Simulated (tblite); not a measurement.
Species: C₄H₉NSi.
Z-matrix (Å and degrees, GFN2-xTB geometry), rows numbered from 1:
```
C 
N   1  1.2488
Si  2  1.7189  1  133.11
C   3  1.9060  2  111.17  1   138.54
C   4  1.5386  3   90.56  2   118.56
C   5  1.5385  4   99.95  3   -13.37
H   1  1.0932  2  124.81  3    -0.04
H   1  1.0866  2  119.20  3  -179.99
H   3  1.4693  2  119.46  1     0.05
H   4  1.0865  3  118.13  2  -123.82
H   4  1.0869  3  113.78  2     4.24
H   5  1.0896  4  113.76  3  -134.92
H   5  1.0895  4  110.68  3   103.29
H   6  1.0865  3  118.24  2   123.73
H   6  1.0869  3  113.65  2    -4.33
```

Computed with GFN2-xTB (tblite): harmonic, unscaled wavenumbers at the GFN2-xTB geometry, gas phase. Errors from tens to a few hundred cm⁻¹ against measured bands are possible. Modes of hydrogen on silicon can be 10 to 20 % off. One conformer, not necessarily the lowest.

Harmonic wavenumbers (cm⁻¹): 81.3, 87.6, 162.2, 182.5, 281.9, 469.2, 481.8, 575.9, 639.2, 686.6, 722.9, 722.9, 742.8, 862.6, 885.3, 991.1, 997.4, 1003.6, 1058.9, 1141.6, 1164.8, 1191.7, 1207.4, 1226.6, 1292.7, 1448.2, 1467.0, 1468.5, 1503.5, 1740.4, 2197.3, 2881.0, 2978.7, 2981.5, 2998.3, 3010.9, 3019.5, 3020.3, 3023.6.

A = 7185, B = 1774, C = 1644 MHz; mass 99.050 u (most abundant isotopes); point group Cs, symmetry number 1.

Zero-point energy?

Half the sum of the wavenumbers: 26300 cm⁻¹ = 314.61 kJ/mol.

What is S at 350 K and 1 bar for an ideal gas of classical rigid rotors and harmonic oscillators?

Translation 169.50, rotation 115.51, vibration 92.51: S = 377.5 J/(mol K).

And Cp and H(350 K) − H(0)?

Cp = 139.99 J/(mol K), of which vibrations give 106.74 (their classical limit is 39 R = 324.3); H(350 K) − H(0) = 29.30 kJ/mol without the zero-point energy, 17.66 from vibrations.

Which modes carry the vibrational entropy at 350 K?

81.3 cm⁻¹: 17.47; 87.6 cm⁻¹: 16.85; 162.2 cm⁻¹: 11.84; 182.5 cm⁻¹: 10.90; 281.9 cm⁻¹: 7.54; 469.2 cm⁻¹: 4.03 J/(mol K); the other 33 give 23.89 together.

Blend soft modes into free rotors: weight 1/[1 + (100 cm⁻¹/ν̃)⁴] for the oscillator and the rest for a rotor with moment μB/(μ + B), μ = h/(8π²ν), B = 10⁻⁴⁴ kg m². What vibrational entropy results?

87.22 J/(mol K) in place of 92.51, which changes −T·S at 350 K by +1.85 kJ/mol.

What must be added to the electronic energy to get the Gibbs energy at 350 K and 1 bar?

ZPE + [H(350 K) − H(0)] − T·S = 314.61 + 29.30 − 132.13 = 211.78 kJ/mol.

Hindered rotation and anharmonicity are outside this model. Other conformers, if any are populated, would add a mixing term that is left out.
